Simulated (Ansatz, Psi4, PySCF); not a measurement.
Li$_{2}$, charge +1, doublet, geometry from GFN2-xTB (such geometries of metal compounds can be far from the true shape) (a state made from the parent by changing its charge; the spin is typed, not shown lowest). Base run: PySCF with PBE/def2-SVP.

PySCF was given this input:
```python
from pyscf import gto, scf, dft

mol = gto.Mole()
mol.atom = '''
    Li   -0.00000000   -0.00000000   -1.37032182
    Li    0.00000000    0.00000000    1.37032182
'''
mol.basis = 'def2-svp'
mol.charge = 1
mol.spin = 1
mol.verbose = 4
mol.build()

mf = dft.UKS(mol)
mf.xc = 'pbe'
mf.kernel()
```

The same geometry, method and basis name were run in Ansatz (a first-principles code) and Psi4 and PySCF, at each program's defaults and at the settings that a row names. The base is PySCF at its defaults. Differences at the defaults can come from grids, fitting, cores and function types together.

| code and settings | ΔE vs base (µEh) | basis functions | E (Eh) | SCF cycles |
|---|---|---|---|---|
| PySCF, defaults (exact integrals, its default grid, spherical functions) | 0.0 | 18 | -14.74784 | 5 |
| Psi4, defaults (density fitting with its default set, its default grid, spherical functions) | -9.0 | 18 | -14.74785 | 5 |
| Ansatz, defaults (factorised integrals, its default grid, spherical functions) | -0.9 | 18 | -14.74784 | - |
| PySCF, density fitting with def2-universal-jkfit | -9.1 | 18 | -14.74785 | 5 |
| PySCF, fine grid | 0.2 | 18 | -14.74784 | 5 |
| Psi4, exact integrals, spherical functions, fine grid | 0.2 | 18 | -14.74784 | 6 |
| Ansatz, high accuracy | 0.2 | 18 | -14.74784 | - |

Open shells are given as the SCF converged; they aren't shown to be the lowest states, and a large step between rows can be another state.
